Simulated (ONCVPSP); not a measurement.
# iron: one change to an ONCV potential, before and after

Fe (Z = 26), optimised norm-conserving Vanderbilt (ONCV), made with ONCVPSP 4.0.1 (PBE, scalar-relativistic). Core [Ne], reference 3s2 3p6 3d6 4s2. Waves: 3s+4s: rc 1.40 bohr, ncon 4, nbas 8, qcut 9.2 1/bohr, 2 projectors; 3p: rc 1.05 bohr, ncon 4, nbas 8, qcut 10.6 1/bohr, 1 projector; 3d: rc 1.00 bohr, ncon 4, nbas 9, qcut 16.5 1/bohr, 2 projectors, debl 1.8 Ha. Local part: polynomial inside 0.95 bohr (lpopt 5, dvloc0 0 Ha). Core correction: Teter function, fcfact 4.25, rcfact 1.15.

Change: all radii but the core radius scaled by about 1.34 (s 1.88, p 1.40, d 1.34 bohr); local potential polynomial inside 1.26 bohr (lpopt 5, dvloc0 0 Ha).

Cutoffs: the cutoffs (Ha) at which the residual kinetic energy of the hardest occupied pseudo-wave falls to 1 and 0.1 mHa per electron; they do not see the model core or the augmentation charge, which bear on the density cutoff. Errors are all-electron minus pseudo energies relative to the spin-unpolarised reference configuration.

Q: Predict the effect on cutoff, ghosts and configuration errors.

A: The potential gets softer (96 Ha and 110 Ha → 73 Ha and 85 Ha); of the 4 tests that both files solve, the error grows in 2 and shrinks in 1 by more than 15 % and 0.3 meV (median size 2.4 → 1.9 meV); neither file shows a bound ghost. A larger radius leaves more room for a smooth pseudo-wave, so fewer plane waves are needed.

| quantity | base | changed |
| --- | --- | --- |
| cutoff, loose | 96 Ha | 73 Ha |
| cutoff, tight | 110 Ha | 85 Ha |
| loose cutoff by channel | s 27 Ha, p 32 Ha, d 96 Ha | s 13 Ha, p 34 Ha, d 73 Ha |
| bound ghosts | none | none |
| GHOST(+) flags under 300 eV | none | none |
| error for 3s2 3p6 3d6 4s1, meV [ΔE 8.73 eV] | -0.4 | -0.5 |
| error for 3s2 3p6 3d6 4s0, meV [ΔE 24.93 eV] | -0.5 | -1.1 |
| error for 3s2 3p6 3d5 4s0, meV [ΔE 59.16 eV] | -4.3 | -2.6 |
| error for 3s2 3p6 3d5 4s2, meV [ΔE 14.21 eV] | +7.1 | +12 |
| rms error of d²Exc/dni dnj with the model core, mHa | 1.37 | 1.26 |
